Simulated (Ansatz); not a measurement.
The same path of F3HSi + H2N (8 atoms, charge 0, multiplicity 2) was run twice with different band settings. Lost on the way: H1–Si2. Made: H1–N6.

Level of theory: UKS CAM-B3LYP-D4/STO-3G in Ansatz.

Relaxed end points:

```xyz
8
Properties=species:S:1:pos:R:3
H -0.272 -0.046 0.083
Si 0.403 -0.478 -1.139
F 1.637 0.512 -1.509
F 1.017 -1.973 -0.987
F -0.601 -0.494 -2.414
N -1.081 0.594 1.769
H -0.775 1.634 1.728
H -0.328 0.251 2.469
```

```xyz
8
Properties=species:S:1:pos:R:3
H -0.600 0.207 0.760
Si 0.404 -0.505 -1.186
F 1.664 0.466 -1.586
F 1.084 -1.995 -1.125
F -0.488 -0.550 -2.560
N -1.005 0.571 1.678
H -0.755 1.597 1.636
H -0.305 0.210 2.383
```

Common settings: movable images 5; climbing image yes; spring 5.0 eV/Å²; optimiser quadratic models (default); force threshold 0.05 eV/Å; iteration limit 60; end points relaxed.

| run | start path |
| --- | --- |
| 1 | through a guess of the saddle point |
| 2 | straight line |

(1) What does each run give, and how far can it be trusted?

Answers

(1) Run 1: converged after 8 iterations, highest image 0.023 eV above the first end. A vibrational analysis at the climbing image gives one clearly imaginary mode, 300i cm⁻¹, and a faint second one (38i cm⁻¹) that may be numerical noise or a soft torsion: probably a first-order saddle point.
Run 2: converged after 8 iterations, highest image 0.024 eV above the first end. Another band between the same ends (5 images) ends at a top of the same energy, where a vibrational analysis finds 1 clearly imaginary mode.
Limits of this set-up: minimal basis.
